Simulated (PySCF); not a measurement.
# Telling isomers of C4H6F3O2P apart by NMR

Non-relativistic Hamiltonian, rapidly exchanging positions averaged, in vacuum, one computed conformer. σ from GIAO-PBE0/pcSseg-1; GFN2-xTB geometry; PySCF 2.14.0 with density-fitted response routines.

Chemical shifts δ = σref − σ; ¹H (σ = 31.72 ppm), ¹³C (σ = 186.93 ppm) vs TMS, all at this level. Splittings of carbon signals by F and P are missing where no couplings were computed. Where no couplings were computed, multiplicities follow the n + 1 count of equivalent neighbours, and m marks all less simple cases (inequivalent or close neighbours, rings, F or P nearby). Shifts are as computed. Against solution values, carbons near 30 ppm lie about +3 ppm off and those near 130 ppm about +5 ppm. Of 1211 compounds with measured shifts, 218 miss one by over three times the rms of a fit or turn the order of signals round; such compounds aren't used in these exercises. OH and NH positions are gas-phase values without hydrogen bonding to other molecules.

(1) Tabulate the signals of `C=C(C)[P@@](=O)(O)C(F)(F)F`, `CC(=O)[P@](C)(=O)C(F)(F)F` and their relative energies.

(2) What is the quickest way to tell C=C(C)[P@@](=O)(O)C(F)(F)F from CC(=O)[P@](C)(=O)C(F)(F)F?

Results:

(1) 
```json
{"SMILES": "C=C(C)[P@@](=O)(O)C(F)(F)F", "carbon types": "2×C 1×CH2 1×CH3", "δC": "145.1, 137.8, 130.6, 21.6", "δH": "6.35 (m, 1H), 6.31 (m, 1H), 3.14 (br s, 1H), 2.30 (m, 3H)", "E rel. (kcal/mol)": "0.0"}
{"SMILES": "CC(=O)[P@](C)(=O)C(F)(F)F", "carbon types": "2×C 2×CH3", "δC": "219.0, 132.1, 33.4, 10.7", "δH": "2.99 (m, 3H), 1.68 (m, 3H)", "E rel. (kcal/mol)": "7.7"}
```

Energies are electronic energies at PBE0/pcSseg-1 on these geometries, without zero-point or thermal terms, each for the one conformer computed, which needn't be the lowest.

(2) Both give the same number of carbon signals, but DEPT or the intensities differ. The first has a terminal =CH2 carbon at 137.8 ppm, the second a carbonyl carbon (C) at 219.0 ppm. Their most deshielded carbons lie at 145.1 and 219.0 ppm. In the proton spectra the most deshielded non-exchanging signals are 6.35 (m, 1H) and 2.99 (m, 3H).
